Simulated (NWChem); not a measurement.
System: CH5F3Si2; SMILES F[Si](F)(F)C[SiH3]

NWChem input:

```
start job
memory heap 200 mb stack 900 mb global 1100 mb
geometry units angstroms noautoz
  Si     0.063257     2.334884     0.135100
  C     -0.975671     0.768675    -0.154226
  Si    -0.025084    -0.807873    -0.053105
  F      0.618751    -1.201890    -1.460730
  F     -0.934276    -2.037501     0.411815
  F      1.175392    -0.697580     0.998196
  H      0.449891     2.429442     1.564901
  H      1.292567     2.297176    -0.698612
  H     -0.731339     3.536621    -0.233816
  H     -1.782576     0.745002     0.589162
  H     -1.452793     0.824954    -1.140697
end
basis spherical
  * library aug-pcseg-1
end
dft
  xc pbe0
  iterations 150
  semidirect filesize 400000000
  mulliken
end
task dft gradient
```

NWChem printed, in part:

```
             Northwest Computational Chemistry Package (NWChem) 7.3.0
             --------------------------------------------------------

 C1  symmetry detected

                             Geometry "geometry" -> ""
                             -------------------------

 Output coordinates in angstroms (scale by  1.889725989 to convert to a.u.)

  No.       Tag          Charge          X              Y              Z
 ---- ---------------- ---------- -------------- -------------- --------------
    1 Si                  14.0000     0.04767681     2.33330760     0.00042667
    2 C                    6.0000    -1.00172205     0.74756298     0.01678450
    3 Si                  14.0000    -0.02404954    -0.81550151    -0.00139674
    4 F                    9.0000     0.31858532    -1.28177495    -1.49014504
    5 F                    9.0000    -0.79499273    -2.02333436     0.70680671
    6 F                    9.0000     1.36728133    -0.64104284     0.76821585
    7 H                    1.0000     0.72244186     2.50786135     1.31076291
    8 H                    1.0000     1.07644346     2.25751478    -1.06896348
    9 H                    1.0000    -0.82690424     3.50846244    -0.25603529
   10 H                    1.0000    -1.63523628     0.75964182     0.91277314
   11 H                    1.0000    -1.67505948     0.74722594    -0.84956090

 Effective nuclear repulsion energy (a.u.)     400.0564282148

                                 NWChem DFT Module
                                 -----------------

 Summary of "ao basis" -> "ao basis" (spherical)
 ------------------------------------------------------------------------------
       Tag                 Description            Shells   Functions and Types
 ---------------- ------------------------------  ------  ---------------------
 Si                       aug-pcseg-1               11       27   5s4p2d
 C                        aug-pcseg-1                9       23   4s3p2d
 F                        aug-pcseg-1                9       23   4s3p2d
 H                        aug-pcseg-1                5        9   3s2p

            General Information
            -------------------
          SCF calculation type: DFT
          Wavefunction type:  closed shell.
          No. of atoms     :    11
          No. of electrons :    66
           Alpha electrons :    33
            Beta electrons :    33
          Charge           :     0
          Spin multiplicity:     1
          Use of symmetry is: off; symmetry adaption is: off
          Maximum number of iterations: 150
          AO basis - number of functions:   191
                     number of shells:    83
          Convergence on energy requested:  1.00D-06
          Convergence on density requested:  1.00D-05
          Convergence on gradient requested:  5.00D-04

              XC Information
              --------------
                         PBE0 Method XC Functional
                     Hartree-Fock (Exact) Exchange  0.250
          PerdewBurkeErnzerhof Exchange Functional  0.750
            Perdew 1991 LDA Correlation Functional  1.000 local
           PerdewBurkeErnz. Correlation Functional  1.000 non-local

             Grid Information
             ----------------
          Grid used for XC integration:  medium
          Radial quadrature: Mura-Knowles
          Angular quadrature: Lebedev.
          Tag              B.-S. Rad. Rad. Pts. Rad. Cut. Ang. Pts.
          ---              ---------- --------- --------- ---------
          Si                  1.10       88          17.0       590
          C                   0.70       49          14.0       434
          F                   0.50       49          17.0       434
          H                   0.35       45          17.0       434
          Grid pruning is: on
          Number of quadrature shells:   597
          Spatial weights used:  Erf1

      Superposition of Atomic Density Guess
      -------------------------------------

 Sum of atomic energies:        -915.80682644

      Non-variational initial energy
      ------------------------------

 Total energy =    -917.690029
 1-e energy   =   -2067.766335
 2-e energy   =     750.019877
 HOMO         =      -0.397266
 LUMO         =       0.001178

------------------------------------------------------------
EAF file 0: "./job.aoints.0" size=937951232 bytes
------------------------------------------------------------
               write      read    awrite     aread      wait
               -----      ----    ------     -----      ----
     calls:     1789         0         0         0         0
   data(b): 9.38e+08  0.00e+00  0.00e+00  0.00e+00
   time(s): 0.00e+00  0.00e+00  0.00e+00  0.00e+00  0.00e+00
rate(mb/s): 0.00e+00  0.00e+00
------------------------------------------------------------

     ---------------------------------------------
      Total Density - Mulliken Population Analysis
     ---------------------------------------------

    Atom       Charge   Shell Charges
 -----------   ------   -------------------------------------------------------
    1 Si  14    13.22   2.00  2.00  0.91  0.35 -0.05  5.99  1.85 -0.03  0.02  0.11  0.08
    2 C    6     7.70   2.00  0.79  0.57  0.29  2.14  1.79  0.05  0.01  0.06
    3 Si  14    11.45   2.00  2.00  0.62 -0.53 -0.11  5.99  0.93  0.06 -0.01  0.26  0.24
    4 F    9     9.66   2.00  0.96  0.99 -0.03  3.60  2.12  0.02  0.00 -0.00
    5 F    9     9.66   2.00  0.96  0.99 -0.03  3.60  2.12  0.02  0.00 -0.00
    6 F    9     9.67   2.00  0.96  0.99 -0.03  3.59  2.12  0.04  0.00 -0.00
    7 H    1     1.07   0.72  0.33 -0.01  0.01  0.02
    8 H    1     1.10   0.72  0.34 -0.00  0.01  0.03
    9 H    1     1.07   0.72  0.34 -0.00  0.01  0.01
   10 H    1     0.71   0.66 -0.11  0.01  0.02  0.13
   11 H    1     0.68   0.66 -0.11  0.00  0.02  0.11

   convergence    iter        energy       DeltaE   RMS-Dens  Diis-err
 ---------------- ----- ----------------- --------- --------- ---------
 d= 0,ls=0.0,diis     1   -919.0653478957 -1.32D+03  1.32D-02  1.08D+00
 d= 0,ls=0.0,diis     2   -919.0279506888  3.74D-02  5.43D-03  1.81D+00
 d= 0,ls=0.0,diis     3   -919.1735608509 -1.46D-01  9.53D-04  2.16D-02
 d= 0,ls=0.0,diis     4   -919.1751186091 -1.56D-03  4.02D-04  2.51D-03
 d= 0,ls=0.0,diis     5   -919.1753947173 -2.76D-04  1.28D-04  2.17D-04
  Resetting Diis
 d= 0,ls=0.0,diis     6   -919.1754240108 -2.93D-05  1.94D-05  3.35D-06
 d= 0,ls=0.0,diis     7   -919.1754244371 -4.26D-07  8.80D-06  1.80D-07

         Total DFT energy =     -919.175424437137
      One electron energy =    -2071.545943188191
           Coulomb energy =      832.375395302605
    Exchange-Corr. energy =      -80.061304766390
 Nuclear repulsion energy =      400.056428214839

 Numeric. integr. density =       65.999985111685

                       DFT Final Molecular Orbital Analysis
                       ------------------------------------

 Vector   31  Occ=2.000000D+00  E=-3.670676D-01
              MO Center= -2.3D-01,  1.6D+00,  1.2D-01, r^2= 3.0D+00
   Bfn.  Coefficient  Atom+Function         Bfn.  Coefficient  Atom+Function
  ----- ------------  ---------------      ----- ------------  ---------------
     5      0.511739   1 Si s                 9      0.371583   1 Si px
    33     -0.290922   2 C  py               32     -0.229389   2 C  px
   147      0.225839   7 H  s                36     -0.217932   2 C  py
    35     -0.208854   2 C  px                4      0.205739   1 Si s
    13     -0.186821   1 Si py               10      0.180786   1 Si py

 Vector   32  Occ=2.000000D+00  E=-3.649204D-01
              MO Center=  4.6D-01,  2.2D+00,  8.3D-02, r^2= 2.6D+00
   Bfn.  Coefficient  Atom+Function         Bfn.  Coefficient  Atom+Function
  ----- ------------  ---------------      ----- ------------  ---------------
    11      0.427235   1 Si pz              147      0.319423   7 H  s
   156     -0.319023   8 H  s               148      0.204603   7 H  s
   157     -0.196925   8 H  s                 8     -0.167266   1 Si pz
    37     -0.146210   2 C  pz              174     -0.121273  10 H  s
    34     -0.119067   2 C  pz              175      0.116596  10 H  s

 Vector   33  Occ=2.000000D+00  E=-3.565052D-01
              MO Center= -4.8D-01,  2.0D+00, -1.5D-01, r^2= 3.9D+00
   Bfn.  Coefficient  Atom+Function         Bfn.  Coefficient  Atom+Function
  ----- ------------  ---------------      ----- ------------  ---------------
   165      0.346312   9 H  s                10      0.317442   1 Si py
    33     -0.274823   2 C  py                5      0.270229   1 Si s
   166      0.219886   9 H  s                36     -0.193479   2 C  py
     9     -0.186475   1 Si px               60      0.176952   3 Si py
    53      0.160477   3 Si s               156     -0.151038   8 H  s

[...]

                         DFT ENERGY GRADIENTS

    atom               coordinates                        gradient
                 x          y          z           x          y          z
   1 Si      0.090096   4.409312   0.000806    0.001618   0.002463   0.000669
   2 C      -1.892980   1.412689   0.031718   -0.006536   0.002273  -0.000121
   3 Si     -0.045447  -1.541074  -0.002639    0.009048  -0.013679  -0.000992
   4 F       0.602039  -2.422203  -2.815966   -0.001700   0.002166   0.005115
   5 F      -1.502318  -3.823548   1.335671    0.001823   0.004969  -0.002086
   6 F       2.583787  -1.211395   1.451717   -0.004970   0.000753  -0.002574
   7 H       1.365217   4.739171   2.476983   -0.000575   0.000379  -0.001782
   8 H       2.034183   4.266084  -2.020048   -0.001060   0.000278   0.001505
   9 H      -1.562622   6.630033  -0.483837    0.001485  -0.000758   0.000221
  10 H      -3.090148   1.435515   1.724891    0.000463   0.000573  -0.001401
  11 H      -3.165403   1.412052  -1.605437    0.000404   0.000584   0.001445
```

Level: PBE0/aug-pcseg-1. All runs use the structure optimised with B3LYP/6-31G* (spherical d).
